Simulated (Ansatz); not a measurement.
Basis sets compared for (BeO)4 ring (Be₄O₄). The state is a singlet with charge 0. Geometry B3LYP-D4/def2-SVP. Ansatz on 2 threads of AMD EPYC 7R43 on a shared host; times are rough, and most runs start from earlier orbitals.

Cartesian coordinates in Å:
```
Be 0.579 -0.178 1.605
Be 1.479 0.743 -0.451
Be -0.579 0.178 -1.605
Be -1.479 -0.743 0.451
O 1.696 0.466 0.951
O 0.742 0.759 -1.694
O -1.696 -0.466 -0.951
O -0.742 -0.759 1.694
```

Binding counts from free atoms (Be singlet, O triplet) in the same basis, without a counterpoise term.

```csv
level,functions,energy (Eh),HOMO (eV),LUMO (eV),binding per atom (eV),wall time
PBE-D4/def2-SVP,92,-359.6226,-7.01,-1.86,5.16,1.9 s
PBE0-D4/def2-SVP,92,-359.6273,-8.59,-1.08,4.94,2.4 s
```

(1) Estimate the rows for PBE-D4/def2-TZVP (with forces), PBE0-D4/def2-TZVP.

Answers

(1) 
```tsv
level	functions	energy (Eh)	HOMO (eV)	LUMO (eV)	binding per atom (eV)	wall time
PBE-D4/def2-TZVP (with forces)	200	-360.0634	-6.88	-1.88	5.14	4.2 s
PBE0-D4/def2-TZVP	200	-360.0736	-8.41	-1.13	4.96	4.5 s
```
